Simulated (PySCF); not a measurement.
Computed shifts of a molecule C5H6O2, PBE/pcSseg-1 in PySCF, GIAO, gas phase, equivalent atoms averaged, in ppm (number of nuclei): ¹³C: 151.0 (1), 137.1 (1), 130.5 (1), 109.7 (1), 76.2 (1). ¹H: 6.73 (1), 6.12 (1), 5.91 (1), 5.14 (1), 4.99 (1), 4.58 (1). References: ¹³C against TMS (σ = 182.0 ppm); ¹⁷O against H2O (σ = 334.3 ppm); ¹H against TMS (σ = 31.49 ppm), references at their B3LYP-D3(BJ)/def2-TZVP geometries, non-relativistic. Coordinates come from a B3LYP-D3(BJ)/def2-SVP optimisation. Other conformers were not sampled.

**Question.** Which molecule gave these data?
A) CC1=CC(=O)CO1
B) C=COC1=CCO1
C) C=C1CC(=O)CO1
D) C1=COC=COC1

**Answer.** D, C1=COC=COC1
